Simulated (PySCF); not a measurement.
Vertical excitation energies

C8H7F.
SMILES: `C=C1C=C/C1=C/C=C/F`

Method used: PySCF 2.14.0, density-fitted response routines, TDDFT CAM-B3LYP/def2-SVPD, vertical, gas phase, core orbitals frozen in the response. Isolated species at its GFN2-xTB geometry (one conformer only). Torsions of this conformer, `[CH2:1]=[C:2]1[CH:3]=[CH:4]/[C:5]1=[CH:6]/[CH:7]=[CH:8]/[F:9]`: C5–C6–C7–C8 180°.

Task: List the vertical singlet excitations with oscillator strengths and describe the spectrum.

Result: 

```json
{"state": "S1", "E (eV)": "4.63", "λ (nm)": "267.8", "f": "0.186", "|μ| (D)": "3.26", "symmetry": "A′", "main configurations (H = HOMO, L = LUMO)": "H→L (55%), H→L+1 (42%)"}
{"state": "S2", "E (eV)": "4.96", "λ (nm)": "249.7", "f": "0.219", "|μ| (D)": "3.41", "symmetry": "A′", "main configurations (H = HOMO, L = LUMO)": "H-1→L (49%), H→L+1 (32%), H→L (17%)"}
{"state": "S3", "E (eV)": "5.31", "λ (nm)": "233.5", "f": "0.565", "|μ| (D)": "5.29", "symmetry": "A′", "main configurations (H = HOMO, L = LUMO)": "H-1→L (46%), H→L (24%), H→L+1 (23%)"}
{"state": "S4", "E (eV)": "6.22", "λ (nm)": "199.2", "f": "0.0010", "|μ| (D)": "0.20", "symmetry": "–", "main configurations (H = HOMO, L = LUMO)": "H→L+2 (56%), H→L+3 (35%)"}
{"state": "S5", "E (eV)": "6.35", "λ (nm)": "195.3", "f": "0.503", "|μ| (D)": "4.57", "symmetry": "A′", "main configurations (H = HOMO, L = LUMO)": "H-1→L+1 (91%)"}
{"state": "S6", "E (eV)": "6.54", "λ (nm)": "189.6", "f": "0.0008", "|μ| (D)": "0.18", "symmetry": "–", "main configurations (H = HOMO, L = LUMO)": "H→L+3 (54%), H→L+2 (31%)"}
{"state": "S7", "E (eV)": "6.71", "λ (nm)": "184.9", "f": "0.0070", "|μ| (D)": "0.53", "symmetry": "A′", "main configurations (H = HOMO, L = LUMO)": "H→L+5 (88%)"}
{"state": "S8", "E (eV)": "6.72", "λ (nm)": "184.5", "f": "0.0012", "|μ| (D)": "0.22", "symmetry": "–", "main configurations (H = HOMO, L = LUMO)": "H→L+4 (86%)"}
```

Triplets (Tamm–Dancoff): T1 2.62 eV, H→L (87%); T2 3.41 eV, H→L+1 (34%), H-1→L+1 (33%), H-1→L (24%); T3 4.18 eV, H-1→L+1 (49%), H→L+1 (19%).

The lowest singlet comes at 268 nm (447 kJ/mol) in the ultraviolet; it is strong; its leading configuration is HOMO→LUMO (55%). The most intense listed level is S3 at 5.31 eV (233 nm, f = 0.565), 0.68 eV above S1. Löwdin shares by element: HOMO carbon 65% or more (atoms not listed hold the other 35%); LUMO carbon 64% or more (atoms not listed hold the other 36%). Orbital energies (eV): HOMO-3 -10.99, HOMO-2 -10.40, HOMO-1 -8.40, HOMO -7.40, LUMO -0.27, LUMO+1 0.36, LUMO+2 1.55. Weighted by f, the mean energy of these states is 5.53 eV. Of the 8 states listed, 4 reach f = 0.01 and none stays under 0.0005. Symmetry labels in Cs follow from the direction of the transition dipole and are given only for states with f of 0.002 or more. Only the lowest 8 singlets were computed, as vertical energies without vibronic structure.

The run took 57 s wall on an Arm Neoverse V2 with one thread, on a shared host, and the process peaked at 1.1 GiB of memory.
